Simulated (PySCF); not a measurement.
Input for PySCF: R-B3LYP/3-21G on AsH6P (a complex), monomers drawn apart or pushed together.

```python
from pyscf import gto, scf, dft, mp
from pyscf.data.elements import chemcore

mol = gto.M(
    atom='''
    P    -0.55176334    0.17664237    0.27429872
    H     0.71621281   -0.45638740    0.25560218
    H    -1.26417286   -1.04837040    0.24526878
    H    -0.59406875    0.34277546   -1.13506981
    As   -0.39047080   -0.51254050    6.78957861
    H    -1.75419872    0.16494557    6.82746029
    H     0.34314901    0.82107500    6.84804390
    H    -0.35535147   -0.67292106    8.30781465
    ''',
    basis='3-21g',
    charge=0, spin=0, verbose=3, max_memory=1800)
mf = dft.RKS(mol, xc='b3lyp')
mf.conv_tol = 1e-8
mf.max_cycle = 100
mf.kernel()
if not mf.converged:
    mf = mf.newton().run(mf.mo_coeff, mf.mo_occ)
```

Question: Predict the final total energy.

Answer: -2568.3106 hartree.
